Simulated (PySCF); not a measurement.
Structure problem from calculated spectra and properties.

Elements present: C, H, O and Si. Monoisotopic mass: 158.0583 u.

| Item | Value |
| --- | --- |
| 1H NMR | chemical shifts (computed TMS as zero) by class: 5.24 (2 H), 4.13 (2 H), 3.85 (2 H), 1.94 (3 H), 1.45 (2 H), 1.24 (3 H) ppm [GIAO PBE0/pcSseg-1] |
| NMR, other nuclei | isotropic shieldings of nuclei other than C and H, by class: 321 (1 O), 382 (1 Si), 418 (1 Si) ppm [GIAO PBE0/pcSseg-1] |
| Dipole | 1.13 D [PBE0/pcSseg-1] |
| Rotational structure | rotational constants A, B, C: 5.140, 0.312, 0.304 GHz [GFN2-xTB] |
| 13C NMR | chemical shifts (computed TMS as zero) by class: 83.4 (1 C), 80.5 (1 C), 65.3 (1 C), 17.9 (1 C), 5.0 (1 C), -0.7 (1 C) ppm [GIAO PBE0/pcSseg-1] |

Gas-phase values; electronic properties from PySCF, density fitting. Levels stand in brackets. Geometry: GFN2-xTB, one conformer, isolated molecule. GFN2-xTB frequencies show an imaginary mode (30i cm⁻¹), so this geometry is no minimum at that level. NMR values are class means; diastereotopic atoms form classes of their own.

Task: Which formula fits the mass and the elements?

Result: C6H14OSi2 (calculated 158.0583). No other formula that holds each of these elements comes within 0.0003 u with a fitting electron parity and a possible valence count.

Task: Give a SMILES that accounts for the data.

Result: Numbering: `[CH3:1][C:2]#[C:3][CH2:4][SiH2:5][SiH2:6][O:7][CH2:8][CH3:9]`. Its formula, C6H14OSi2, gives 2 degrees of unsaturation: 0 rings and 2 π bonds in the structure found. 6 carbons fall into 6 classes; from least to most shielded: alkyne carbon [C3] (83.4 ppm), alkyne carbon [C2] (80.5 ppm), sp3 carbon bound to oxygen [C8] (65.3 ppm), methyl carbon [C9] (17.9 ppm), propargylic carbon [C1] (5.0 ppm), sp3 carbon bound to silicon [C4] (-0.7 ppm). Hydrogen classes from least to most shielded: 2 H on an oxygen-bound silicon, Si6 (5.24 ppm), 2 H on an SiH2 silicon, Si5 (4.13 ppm), 2 H on an sp3 carbon bound to oxygen, C8 (3.85 ppm), 3 H on a propargylic carbon, C1 (1.94 ppm), 2 H on an sp3 carbon bound to silicon, C4 (1.45 ppm), 3 H on a methyl carbon, C9 (1.24 ppm, a mean of values up to 0.7 ppm apart in this geometry). The other shieldings belong to: 321 ppm, silyl ether oxygen [O7]; 382 ppm, oxygen-bound silicon [Si6]; 418 ppm, SiH2 silicon [Si5]. The optimised geometry has point group C1 and is an asymmetric top. Structure: `CC#CC[SiH2][SiH2]OCC`. Computed isomers that give other values at the same levels: `C=C(C)[Si@H]([SiH3])C1COC1` (13C chemical shifts (computed TMS as zero) by class: 152.3 (1 C), 135.0 (1 C), 76.0 (1 C), 75.3 (1 C), 27.2 (1 C), 21.5 (1 C) ppm); `C=C[SiH2][SiH2]C(C)(C)C=O` (13C chemical shifts (computed TMS as zero) by class: 221.2 (1 C), 145.8 (1 C), 140.7 (1 C), 41.2 (1 C), 24.7 (2 C) ppm); `CO[C@@H]1[SiH2]C=C1CC[SiH3]` (13C chemical shifts (computed TMS as zero) by class: 180.8 (1 C), 132.1 (1 C), 83.1 (1 C), 60.4 (1 C), 34.2 (1 C), 2.4 (1 C) ppm). The assignments are read from this structure; whether some other isomer fits the data as well wasn't checked.

Conformer computed: `[CH3:1][C:2]#[C:3][CH2:4][SiH2:5][SiH2:6][O:7][CH2:8][CH3:9]`: C3–C4–Si5–Si6 177°, C4–Si5–Si6–O7 172°, Si5–Si6–O7–C8 -178°, Si6–O7–C8–C9 -76°.
